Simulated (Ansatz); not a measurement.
Spectroscopic constants of KBr, closed-shell singlet (the spin of the measured ground state). No spin–orbit coupling. K is treated without relativity. Br is treated without relativity.

The constants come from a fifth-degree fit in 1/R (seven points, main isotopes). Runs in def2 and cc sets follow the lowest solution found near the PBE0 minimum. The singlet is held restricted. HF and MP2 rows in def2 and cc sets belong to the determinant that coupled cluster picked by its CCSD energy.

Correlated levels freeze the inner cores; with def2 sets outer-core shells near the valence are correlated too.

Programs: Ansatz (an electronic-structure program) with Gaussian orbitals. Values without a source in brackets are computed.

### Question
What bond length and harmonic frequency does SCS-MP2/def2-TZVPP give?

### Answer
r_e = 2.880 Å, ω_e = 215 cm⁻¹.

### Question
What bond length and harmonic frequency does CCSD/def2-QZVPP give, and what D_e (from each atom's lowest state at the same level)?

### Answer
r_e = 2.851 Å, ω_e = 218 cm⁻¹, D_e = 3.92 eV.

### Question
What bond length and harmonic frequency does CCSD(T)/def2-QZVPP give, and what D_e (from each atom's lowest state at the same level)?

### Answer
r_e = 2.846 Å, ω_e = 219 cm⁻¹, D_e = 4.00 eV.

Measured for the ground state: r_e 2.8208 Å, ω_e 213 cm-1, B_e 0.081221 cm-1, α_e 0.00040481 cm-1 [Huber and Herzberg (1979), NIST Chemistry WebBook]. D_0 3.891 ± 0.044 eV (a handbook's tabulated 298 K bond energy less 3RT/2; such tables hold older values) [Luo, bond dissociation energies, CRC Handbook]. dipole 10.628 D [compilation of Liu, Meijer and Pérez-Ríos].
